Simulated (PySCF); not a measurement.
Compound: C6H9O3P.
Structure used (PBE0-D3(BJ)/def2-SVP), in Å, numbered top down from 1:
```
atom  x, y, z in Å
C1     2.7607    0.4281   -0.5081
C2     1.2499    0.5674   -0.6356
P3     0.3780   -0.5457    0.4899
O4     0.7457   -1.9879    0.4083
O5     0.7178    0.1733    1.9185
C6    -1.3765   -0.2814    0.2557
C7    -2.1861    0.8923    0.4382
C8    -3.4568    0.5152    0.1317
O9    -3.4903   -0.7905   -0.2194
C10   -2.2388   -1.2653   -0.1425
H11    3.0649   -0.6149   -0.6775
H12    3.2785    1.0660   -1.2390
H13    3.0950    0.7159    0.4991
H14    0.9088    1.5960   -0.4337
H15    0.9022    0.3034   -1.6477
H16    0.5780   -0.4517    2.6421
H17   -1.8577    1.8771    0.7632
H18   -4.4093    1.0388    0.1195
H19   -2.0825   -2.3129   -0.3872
```

NICS = −σ at a ghost point: NICS(0) at the centroid of the ring atoms, NICS(1) 1 Å to either side along the normal of their mean plane, zz for the tensor component along that normal. Level: GIAO PBE0/pcSseg-1 (PySCF, non-relativistic, gas phase) on the PBE0-D3(BJ)/def2-SVP geometry, one conformer.

Ring bond lengths (Å), with Mayer bond orders in brackets: C6–C7 1.437 (1.22), C7–C8 1.360 (1.62), C8–O9 1.352 (1.06), O9–C10 1.341 (1.10), C10–C6 1.367 (1.60).

Give the NICS values of each ring in ppm.

| ring | type | NICS(0) | NICS(1), two faces | NICS(1)zz, two faces | rms pucker (Å) | centre to ring atoms, mean (Å) |
| --- | --- | --- | --- | --- | --- | --- |
| C6–C7–C8–O9–C10 | 5-membered ring with O; formal bonds all aromatic | -12.4 | -10.6 / -10.6 | -26.5 / -26.1 | 0.00 | 1.17 |

What do they say, and how far can they be read as aromaticity?

- C6–C7–C8–O9–C10: mean NICS(1)zz -26.3 ppm, shielded. The ring is flat and has no four-coordinate atom; by the NICS criterion it is aromatic.

And the bond-length index? HOMA takes Krygowski's 1993 parameters.

- C6–C7–C8–O9–C10: HOMA 0.39; the largest term is that of C8–O9, α(R − Ropt)² = 1.20.

At the second NICS(1) probe listed for ring C6–C7–C8–O9–C10, 1 Å off the ring, what do the in-plane components average?

The isotropic value is a third of the trace: (3 × -10.6 − (-26.1))/2 = -2.8 ppm.

List the ring angles and the Hirshfeld charges of the ring atoms.

- C6–C7–C8–O9–C10: C6 105.6° (-0.105 e), C7 105.7° (-0.086 e), C8 110.4° (+0.010 e), O9 107.7° (-0.057 e), C10 110.5° (+0.029 e); sum 540.0° against 540° for a flat convex ring.

How shielded are the nuclei of the rings and their hydrogens (means over atoms taken as equivalent)?

```tsv
atoms	environment	σ isotropic (ppm)	principal values of the symmetric part, first atom (ppm)
C6	substituted aromatic carbon	60.2	-9.7, 48.6, 141.6
C7	aromatic CH carbon	68.1	-20.3, 66.6, 158.0
C8	aromatic CH next to a ring oxygen	36.5	-41.0, 46.4, 104.2
O9	furan-type oxygen	19.8	-130.9, -64.1, 254.4
C10	aromatic CH next to a ring oxygen	29.4	-51.3, 33.0, 106.5
H17	aromatic hydrogen	24.68	22.1, 24.5, 27.5
H18	aromatic hydrogen	23.85	20.7, 24.8, 26.0
H19	aromatic hydrogen	23.47	19.8, 23.4, 27.2
```

How do the values depend on the level or the medium?

| level | NICS(0), C6–C7–C8–O9–C10 | mean NICS(1)zz, C6–C7–C8–O9–C10 |
| --- | --- | --- |
| PBE0/pcSseg-1, gas | -12.4 | -26.3 |
| PBE0/pcSseg-1, IEF-PCM dimethylsulfoxide | -12.2 | -26.3 |

The geometry is the same throughout; the continuum's cavity takes Bondi-type radii × 1.2.
